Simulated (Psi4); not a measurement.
Job for Psi4: SAPT0/aug-cc-pVDZ on CH8GeO2 (a complex), monomers drawn apart or pushed together.

```
memory 1837 MB

molecule dimer {
0 1
O     1.00359382   -0.95433350   -0.00968551
Ge   -0.47690790    0.02248636   -0.24237354
O    -0.30372657    1.59505425    0.58343886
H     1.78806361   -0.53920456   -0.38303570
H    -0.67766233    0.40253068   -1.71474951
H    -1.57730660   -0.84070289    0.38618405
H    -0.19935862    1.50038717    1.53632849
--
0 1
C     0.72750858   -0.25068618    5.60163910
H     0.89976481   -0.79199992    6.53057156
H     1.19689594    0.73102225    5.67391553
H     1.16005471   -0.80454476    4.76967582
H    -0.34732026   -0.13911329    5.45476148
units angstrom
symmetry c1
no_reorient
no_com
}

set {
  basis aug-cc-pVDZ
  scf_type df
  freeze_core true
}

energy('sapt0')
```

The log:

```
[...]
==> Input File <==

--------------------------------------------------------------------------
memory 1837 MB

molecule dimer {
0 1
O     1.00359382   -0.95433350   -0.00968551
Ge   -0.47690790    0.02248636   -0.24237354
O    -0.30372657    1.59505425    0.58343886
H     1.78806361   -0.53920456   -0.38303570
H    -0.67766233    0.40253068   -1.71474951
H    -1.57730660   -0.84070289    0.38618405
H    -0.19935862    1.50038717    1.53632849
--
0 1
C     0.72750858   -0.25068618    5.60163910
H     0.89976481   -0.79199992    6.53057156
H     1.19689594    0.73102225    5.67391553
H     1.16005471   -0.80454476    4.76967582
H    -0.34732026   -0.13911329    5.45476148
units angstrom
symmetry c1
no_reorient
no_com
}

set {
  basis aug-cc-pVDZ
  scf_type df
  freeze_core true
}

energy('sapt0')
--------------------------------------------------------------------------


   => Loading Basis Set <=

    Name: AUG-CC-PVDZ
    Role: ORBITAL
    Keyword: BASIS
    atoms 1, 3      entry O          line   254 file aug-cc-pvdz.gbs
    atoms 2         entry GE         line  2999 file aug-cc-pvdz.gbs
    atoms 4-7, 9-12 entry H          line    40 file aug-cc-pvdz.gbs
    atoms 8         entry C          line   182 file aug-cc-pvdz.gbs

   => Loading Basis Set <=

    Name: AUG-CC-PVDZ
    Role: ORBITAL
    Keyword: BASIS
    atoms 1, 3      entry O          line   254 file aug-cc-pvdz.gbs
    atoms 2         entry GE         line  2999 file aug-cc-pvdz.gbs
    atoms 4-7, 9-12 entry H          line    40 file aug-cc-pvdz.gbs
    atoms 8         entry C          line   182 file aug-cc-pvdz.gbs


  //>>>>>>>>>>>>>>>>>>>>>>>>>>>>>>>>>>>//
  //              Dimer HF             //
  //<<<<<<<<<<<<<<<<<<<<<<<<<<<<<<<<<<<//

   => Libint2 <=

    Primary   basis highest AM E, G, H:  7, 6, 3
    Auxiliary basis highest AM E, G, H:  7, 7, 4
    Onebody   basis highest AM E, G, H:  -, -, -
    Solid Harmonics ordering:            Gaussian


   => Loading Basis Set <=

    Name: AUG-CC-PVDZ
    Role: ORBITAL
    Keyword: BASIS
    atoms 1, 3      entry O          line   254 file aug-cc-pvdz.gbs
    atoms 2         entry GE         line  2999 file aug-cc-pvdz.gbs
    atoms 4-7, 9-12 entry H          line    40 file aug-cc-pvdz.gbs
    atoms 8         entry C          line   182 file aug-cc-pvdz.gbs


         ---------------------------------------------------------
                                   SCF
               by Justin Turney, Rob Parrish, Andy Simmonett
                          and Daniel G. A. Smith
                              RHF Reference
                        1 Threads,   1751 MiB Core
         ---------------------------------------------------------

  ==> Geometry <==

    Molecular point group: c1
    Full point group: C1

    Geometry (in Angstrom), charge = 0, multiplicity = 1:

       Center              X                  Y                   Z               Mass
    ------------   -----------------  -----------------  -----------------  -----------------
         O            1.003593820000    -0.954333500000    -0.009685510000    15.994914619570
         GE          -0.476907900000     0.022486360000    -0.242373540000    73.921177761000
         O           -0.303726570000     1.595054250000     0.583438860000    15.994914619570
         H            1.788063610000    -0.539204560000    -0.383035700000     1.007825032230
         H           -0.677662330000     0.402530680000    -1.714749510000     1.007825032230
         H           -1.577306600000    -0.840702890000     0.386184050000     1.007825032230
         H           -0.199358620000     1.500387170000     1.536328490000     1.007825032230
         C            0.727508580000    -0.250686180000     5.601639100000    12.000000000000
         H            0.899764810000    -0.791999920000     6.530571560000     1.007825032230
         H            1.196895940000     0.731022250000     5.673915530000     1.007825032230
         H            1.160054710000    -0.804544760000     4.769675820000     1.007825032230
         H           -0.347320260000    -0.139113290000     5.454761480000     1.007825032230

  Running in c1 symmetry.

  Rotational constants: A =      0.16610  B =      0.03044  C =      0.02766 [cm^-1]
  Rotational constants: A =   4979.69253  B =    912.49565  C =    829.30847 [MHz]
  Nuclear repulsion =  279.292156767855658

  Charge       = 0
  Multiplicity = 1
  Electrons    = 62
  Nalpha       = 31
  Nbeta        = 31

  ==> Algorithm <==

  SCF Algorithm Type is DF.
  DIIS enabled.
  MOM disabled.
  Fractional occupation disabled.
  Guess Type is SAD.
  Energy threshold   = 1.00e-08
  Density threshold  = 1.00e-08
  Integral threshold = 1.00e-12

  ==> Primary Basis <==

  Basis Set: AUG-CC-PVDZ
    Blend: AUG-CC-PVDZ
    Number of shells: 81
    Number of basis functions: 177
    Number of Cartesian functions: 186
    Spherical Harmonics?: true
    Max angular momentum: 2

   => Loading Basis Set <=

    Name: (AUG-CC-
[...]
43   170A     16.418825
     171A     33.222463   172A     33.519303   173A     33.545533
     174A    109.538832   175A    109.650621   176A    109.799981
     177A    581.066813

    Final Occupation by Irrep:
              A
    DOCC [     5 ]
    NA   [     5 ]
    NB   [     5 ]

  @DF-RHF Final Energy:   -40.19961625535853

   => Energetics <=

    Nuclear Repulsion Energy =             13.4385522389019929
    One-Electron Energy =                 -79.6956896370223831
    Two-Electron Energy =                  26.0575211427618569
    Total Energy =                        -40.1996162553585350

Computation Completed


Properties will be evaluated at   0.000000,   0.000000,   0.000000 [a0]

Properties computed using the SCF density matrix


 Multipole Moments:

 ------------------------------------------------------------------------------------
     Multipole            Electronic (a.u.)      Nuclear  (a.u.)        Total (a.u.)
 ------------------------------------------------------------------------------------

 L = 1.  Multiply by 2.5417464519 to convert [e a0] to [Debye]
 Dipole X            :        -13.7464018           13.7467119            0.0003102
 Dipole Y            :          4.7400751           -4.7408557           -0.0007806
 Dipole Z            :       -105.8952187          105.8979069            0.0026882
 Magnitude           :                                                    0.0028164

 ------------------------------------------------------------------------------------

  Constructing Basis Sets for SAPT...

   => Loading Basis Set <=

    Name: (AUG-CC-PVDZ AUX)
    Role: RIFIT
    Keyword: DF_BASIS_SAPT
    atoms 1, 3      entry O          line   204 file aug-cc-pvdz-ri.gbs
    atoms 2         entry GE         line   760 file aug-cc-pvdz-ri.gbs
    atoms 4-7, 9-12 entry H          line    30 file aug-cc-pvdz-ri.gbs
    atoms 8         entry C          line   112 file aug-cc-pvdz-ri.gbs

   => Loading Basis Set <=

    Name: (AUG-CC-PVDZ AUX)
    Role: JKFIT
    Keyword: DF_BASIS_ELST
    atoms 1, 3      entry O          line   270 file aug-cc-pvdz-jkfit.gbs
    atoms 2         entry GE         line  1047 file aug-cc-pvdz-jkfit.gbs
    atoms 4-7, 9-12 entry H          line    70 file aug-cc-pvdz-jkfit.gbs
    atoms 8         entry C          line   154 file aug-cc-pvdz-jkfit.gbs


  //>>>>>>>>>>>>>>>>>>>>>>>>>>>>>>>>>>>//
  //               SAPT0               //
  //<<<<<<<<<<<<<<<<<<<<<<<<<<<<<<<<<<<//



        SAPT0
    Ed Hohenstein
     6 June 2009

      Orbital Information
  --------------------------
    NSO        =       177
    NMO        =       177
    NRI        =       530
    NRI (Elst) =       708
    NOCC A     =        26
    NOCC B     =         5
    FOCC A     =        11
    FOCC B     =         1
    NVIR A     =       151
    NVIR B     =       172

    Elst10,r            =    -0.000117869924 [Eh]
    Exch10              =     0.000003248981 [Eh]
    Exch10 (S^2)        =     0.000003248967 [Eh]

    Maxiter = 50
    CPHF R converge = 1.000000E-08

    Iter     Energy [mEh]          dE [mEh]         Residual      Time [s]
       1      -0.00017270       0.000172703     6.985732e-05             0
       2      -0.00020155       0.000028846     3.487815e-05             0
       3      -0.00020800       0.000006447     9.603948e-06             0
       4      -0.00020727      -0.000000727     2.781266e-06             0
       5      -0.00020677      -0.000000500     4.678393e-07             0
       6      -0.00020687       0.000000103     1.609314e-07             1
       7      -0.00020688       0.000000004     5.615614e-08             1
       8      -0.00020687      -0.000000007     1.440992e-08             1
       9      -0.00020687      -0.000000000     4.115917e-09             1

    CHF Iterations converged

    Maxiter = 50
    CPHF R converge = 1.000000E-08

    Iter     Energy [mEh]          dE [mEh]         Residual      Time [s]
       1      -0.01200426       0.012004262     5.887613e-04             0
       2      -0.01398564       0.001981381     1.618020e-04             0
       3      -0.01432767       0.000342027     3.447606e-05             0
       4      -0.01431780      -0.000009874     9.516894e-06             0
       5      -0.01429731      -0.000020482     1.059164e-06             0
       6      -0.01429896       0.000001643     1.538057e-07             0
       7      -0.01429886      -0.000000098     2.268665e-08             0
       8      -0.01429886       0.000000005     2.390761e-09             0

    CHF Iterations converged

    Ind20,r (A<-B)      =    -0.000000206869 [Eh]
    Ind20,r (B<-A)      =    -0.000014298863 [Eh]
    Ind20,r             =    -0.000014505732 [Eh]
    Exch-Ind20,r (A<-B) =     0.000000079401 [Eh]
    Exch-Ind20,r (B<-A) =     0.000000230287 [Eh]
    Exch-Ind20,r        =     0.000000309688 [Eh]
    Disp20              =    -0.000198315414 [Eh]
    Disp20 (SS)         =    -0.000099157707 [Eh]
    Disp20 (OS)         =    -0.000099157707 [Eh]
    Exch-Disp20         =     0.000000507784 [Eh]
    Exch-Disp20 (SS)    =     0.000000394189 [Eh]
    Exch-Disp20 (OS)    =     0.000000113595 [Eh]

    SAPT Results
  --------------------------------------------------------------------------------------------------------
    Electrostatics                 -0.11786992 [mEh]      -0.07396449 [kcal/mol]      -0.30946744 [kJ/mol]
      Elst10,r                     -0.11786992 [mEh]      -0.07396449 [kcal/mol]      -0.30946744 [kJ/mol]

    Exchange                        0.00324898 [mEh]       0.00203877 [kcal/mol]       0.00853020 [kJ/mol]
      Exch10                        0.00324898 [mEh]       0.00203877 [kcal/mol]       0.00853020 [kJ/mol]
      Exch10(S^2)                   0.00324897 [mEh]       0.00203876 [kcal/mol]       0.00853016 [kJ/mol]

    Induction                      -0.01453890 [mEh]      -0.00912329 [kcal/mol]      -0.03817187 [kJ/mol]
      Ind20,r                      -0.01450573 [mEh]      -0.00910248 [kcal/mol]      -0.03808479 [kJ/mol]
      Exch-Ind20,r                  0.00030969 [mEh]       0.00019433 [kcal/mol]       0.00081309 [kJ/mol]
      delta HF,r (2)               -0.00034285 [mEh]      -0.00021514 [kcal/mol]      -0.00090016 [kJ/mol]

    Dispersion                     -0.19780763 [mEh]      -0.12412616 [kcal/mol]      -0.51934386 [kJ/mol]
      Disp20                       -0.19831541 [mEh]      -0.12444480 [kcal/mol]      -0.52067705 [kJ/mol]
      Exch-Disp20                   0.00050778 [mEh]       0.00031864 [kcal/mol]       0.00133319 [kJ/mol]
      Disp20 (SS)                  -0.09915771 [mEh]      -0.06222240 [kcal/mol]      -0.26033852 [kJ/mol]
      Disp20 (OS)                  -0.09915771 [mEh]      -0.06222240 [kcal/mol]      -0.26033852 [kJ/mol]
      Exch-Disp20 (SS)              0.00039419 [mEh]       0.00024736 [kcal/mol]       0.00103494 [kJ/mol]
      Exch-Disp20 (OS)              0.00011359 [mEh]       0.00007128 [kcal/mol]       0.00029824 [kJ/mol]

  Total HF                         -0.12915984 [mEh]      -0.08104902 [kcal/mol]      -0.33910911 [kJ/mol]
  Total SAPT0                      -0.32696747 [mEh]      -0.20517518 [kcal/mol]      -0.85845297 [kJ/mol]

  Special recipe for scaled SAPT0 (see Manual):
    Electrostatics sSAPT0          -0.11786992 [mEh]      -0.07396449 [kcal/mol]      -0.30946744 [kJ/mol]
    Exchange sSAPT0                 0.00324898 [mEh]       0.00203877 [kcal/mol]       0.00853020 [kJ/mol]
    Induction sSAPT0               -0.01453890 [mEh]      -0.00912329 [kcal/mol]      -0.03817187 [kJ/mol]
    Dispersion sSAPT0              -0.19780763 [mEh]      -0.12412616 [kcal/mol]      -0.51934386 [kJ/mol]
  Total sSAPT0                     -0.32696747 [mEh]      -0.20517518 [kcal/mol]      -0.85845297 [kJ/mol]
  --------------------------------------------------------------------------------------------------------



*** Psi4 exiting successfully. Buy a developer a beer!
```

The run finished.

Cost: about 20 core-seconds (a rough figure).
